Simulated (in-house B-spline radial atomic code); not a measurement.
## Ionising Mn VIII (Mn7+) with different functionals

Computed with a radial B-spline atomic code at the basis-set limit: four-component Dirac-Coulomb Hamiltonian, Fermi nucleus of rms radius 3.7057 fm, spin-restricted, spherical fractional occupations for the functionals. The ionisation energy is the difference of two self-consistent energies, [Ne] 3s2 3p6 → [Ne] 3s2 3p5, without Breit or QED terms; ε is the level of the shell that loses the electron (mean over j). The electron is taken from both j subshells in proportion to 2j + 1, so the result is a j average, not the step between ground levels.

Hybrids are left out here: with spherical fractional occupations of an open shell their exact exchange keeps a self-interaction that integer-occupation calculations don't have.

| method | rung | ΔSCF (eV) | -ε(3p) (eV) |
| --- | --- | --- | --- |
| LDA VWN5 | LDA | 196.31 | 182.87 |
| relativistic LDA | LDA | ? | ? |
| LDA PW92 | LDA | 196.30 | 182.86 |
| LDA exchange-only | LDA | 194.23 | 180.80 |
| PBE | GGA | 196.38 | 182.95 |
| PBEsol | GGA | 196.21 | 182.78 |
| BLYP | GGA | ? | ? |
| RPBE | GGA | 196.38 | 182.95 |
| PW91 | GGA | 196.52 | 183.08 |
| BP86 | GGA | 196.48 | 183.04 |
| AM05 | GGA | 196.17 | 182.74 |
| OLYP | GGA | 196.93 | 183.49 |

(1) What does BLYP give?

(2) What does relativistic LDA give?

(3) How do they compare with the NIST value?

Results:

(1) ΔSCF 196.22 eV, and -ε(3p) = 182.78 eV.

(2) ΔSCF 196.25 eV, and -ε(3p) = 182.82 eV.

(3) NIST lists 195.5 eV ± 0.3 (semi-empirical, ground level to ground level). Errors run from -1.27 to +1.43 eV; AM05 is closest (+0.67 eV), though others lie within the uncertainty of it, and part of that can be cancellation, since the calculations leave out Breit-QED terms, spin polarisation, the choice among j levels, multiplet and fine-structure energies.
